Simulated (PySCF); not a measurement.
Vertical excitations of a molecule C₂H₉ClSi₃ from TDA-CAM-B3LYP/def2-SVPD in PySCF, as energy in eV (oscillator strength): 4.96 (0.003), 5.97 (0.129), 6.15 (0.029), 6.46 (0.026), 6.67 (0.018), 6.80 (0.181). Lowest triplet (TDA): 4.36 eV. The structure is a stationary point at r2SCAN-D4/def2-SVP. The values are those of a single conformer.

### Question
Which structure fits?
A) [SiH3]/C=C/[SiH2][SiH2]Cl
B) C[C@@H]1[SiH2][SiH2][Si@@H]1Cl
C) C[Si@@H]1C[SiH2][Si@@H]1Cl
D) C=C(Cl)[SiH]([SiH3])[SiH3]

### Answer
C, C[Si@@H]1C[SiH2][Si@@H]1Cl
